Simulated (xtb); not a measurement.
ClF, charge +1, doublet, from a rough starting geometry (a state made from the parent by changing its charge; the spin is typed, not shown lowest); xtb with GFN2-xTB.

xtb was given this input:
```
$ xtb mol.xyz --gfn 2 --chrg 1 --uhf 1 --opt vtight --json

# file mol.xyz
2

F     -0.04696845    -0.00683309    -0.82396231
Cl     0.04888848    -0.00738674     0.82011985
```

What the program printed (banner, timings and long lists left out):

```
   ID    Z sym.   atoms
    1    9 F      1
    2   17 Cl     2

           -------------------------------------------------
          |                Calculation Setup                |
           -------------------------------------------------

           -------------------------------------------------
          |                 G F N 2 - x T B                 |
           -------------------------------------------------

          ...................................................
          :                      SETUP                      :
          :.................................................:
          :  # basis functions                  14          :
          :  # atomic orbitals                  13          :
          :  # shells                            5          :
          :  # electrons                        13          :
          :  max. iterations                   250          :
          :  Hamiltonian                  GFN2-xTB          :
          :  restarted?                      false          :
          :  GBSA solvation                  false          :
          :  PC potential                    false          :
          :  electronic temp.          300.0000000     K    :
          :  accuracy                    1.0000000          :
          :  -> integral cutoff          0.2500000E+02      :
          :  -> integral neglect         0.1000000E-07      :
          :  -> SCF convergence          0.1000000E-05 Eh   :
          :  -> wf. convergence          0.1000000E-03 e    :
          :  Broyden damping             0.4000000          :
          :  net charge                          1          :
          :  unpaired electrons                  1          :
          ...................................................

 iter      E             dE          RMSdq      gap      omega  full diag
   1     -8.3803194 -0.838032E+01  0.141E+01    3.69       0.0  T
   2     -8.4626045 -0.822851E-01  0.645E+00    4.19       1.0  T
   3     -8.5246006 -0.619961E-01  0.492E+00    4.18       1.0  T
   4     -8.5664419 -0.418413E-01  0.810E-01    4.39       1.0  T
   5     -8.5649327  0.150921E-02  0.107E+00    4.41       1.0  T
   6     -8.5634688  0.146391E-02  0.130E+00    4.50       1.0  T
   7     -8.5658809 -0.241215E-02  0.800E-01    4.52       1.0  T
   8     -8.5673325 -0.145158E-02  0.600E-02    4.52       1.2  T
   9     -8.5673197  0.127894E-04  0.786E-02    4.52       1.0  T
[...]
         :: total energy              -8.566475129003 Eh    ::
 * total energy  :    -8.5664751 Eh     change       -0.6767920E-12 Eh
 * total energy  :    -8.5668937 Eh     change       -0.4185966E-03 Eh
 * total energy  :    -8.5673004 Eh     change       -0.4067109E-03 Eh
 * total energy  :    -8.5673057 Eh     change       -0.5265575E-05 Eh
 * total energy  :    -8.5673057 Eh     change       -0.2245789E-07 Eh
   *** GEOMETRY OPTIMIZATION CONVERGED AFTER 5 ITERATIONS ***
         :: total energy              -8.567305724661 Eh    ::
[...]
         7        1.5000           -0.8427500             -22.9324 (HOMO)
         8                         -0.6595539             -17.9474 (LUMO)
         9                         -0.3710260             -10.0961
        10                         -0.3710260             -10.0961
        11                         -0.3625485              -9.8654
        12                         -0.3625485              -9.8654
        13                         -0.2113388              -5.7508
      -------------------------------------------------------------
                  HL-Gap            0.1831961 Eh            4.9850 eV
             Fermi-level           -0.7969509 Eh          -21.6861 eV

     #   Z          covCN         q      C6AA      α(0)
     1   9 F        0.863     0.191     7.886     3.318
     2  17 Cl       0.863     0.809    78.075    13.518

 Mol. C6AA /au·bohr⁶  :        133.936230
 Mol. C8AA /au·bohr⁸  :       4674.394464
 Mol. α(0) /au        :         16.835229

Wiberg/Mayer (AO) data.
largest (>0.10) Wiberg bond orders for each atom

 ---------------------------------------------------------------------------
     #   Z sym  total        # sym  WBO       # sym  WBO       # sym  WBO
 ---------------------------------------------------------------------------
     1   9 F    1.247 --     2 Cl   1.247
     2  17 Cl   1.247 --     1 F    1.247
 ---------------------------------------------------------------------------

Topologies differ in total number of bonds
Writing topology from bond orders to xtbtopo.mol

molecular dipole:
                 x           y           z       tot (Debye)
 q only:        0.056      -0.014       0.930
   full:        0.079      -0.014       1.318       3.356
molecular quadrupole (traceless):
                xx          xy          yy          xz          yz          zz
 q only:       -1.128      -0.001      -1.139       0.201      -0.020       2.267
  q+dip:       -0.986      -0.002      -0.996       0.178      -0.028       1.982
   full:       -1.304      -0.002      -1.317       0.234      -0.028       2.621

optimized geometry written to: xtbopt.xyz

           -------------------------------------------------
          | TOTAL ENERGY               -8.567305724661 Eh   |
          | GRADIENT NORM               0.000080054724 Eh/α |
          | HOMO-LUMO GAP               4.985020063141 eV   |
           -------------------------------------------------
```
